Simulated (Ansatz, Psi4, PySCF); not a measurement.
Cl$_{3}$Si (SMILES Cl[Si](Cl)Cl), doublet, at a GFN2-xTB geometry. Base run: CCSD(T)/STO-3G (PySCF).

Here is a job for PySCF.
```python
from pyscf import gto, scf, cc

mol = gto.M(
    atom='''
Si    0.305349    0.301083    0.303222
Cl   -0.851349   -0.875891    1.477321
Cl    1.471334   -0.855542   -0.881862
Cl   -0.871449    1.483482   -0.845170
''',
    basis='sto-3g',
    charge=0,
    spin=1,
    verbose=4,
)

mf = scf.UHF(mol)
mf.kernel()

mycc = cc.CCSD(mf)
mycc.kernel()
et = mycc.ccsd_t()
print('E(CCSD(T)) = %.10f' % (mycc.e_tot + et))
```

The same geometry, method and basis name were run in Ansatz (an electronic-structure program) and Psi4 and PySCF, at each program's defaults and at the settings that a row names. The base is PySCF at its defaults. Differences at the defaults can come from grids, fitting, cores and function types together.

| code and settings | ΔE vs base (mEh) | basis functions | E (Eh) | SCF cycles |
|---|---|---|---|---|
| PySCF, defaults (exact integrals, spherical functions, all electrons correlated) | 0.000 | 36 | -1649.51204 | 10 |
| Psi4, defaults (exact integrals, spherical functions, all electrons correlated) | 0.000 | 36 | -1649.51204 | 11 |
| Ansatz, defaults (factorised integrals, spherical functions, frozen core) | 3.429 | 36 | -1649.50861 | - |
| PySCF, frozen core | 3.423 | 36 | -1649.50862 | 10 |
| Psi4, exact integrals, spherical functions, frozen core | 3.423 | 36 | -1649.50862 | 11 |
| Ansatz, high accuracy, frozen core | 3.423 | 36 | -1649.50862 | - |

Open shells are given as the SCF converged; they aren't shown to be the lowest states, and a large step between rows can be another state.
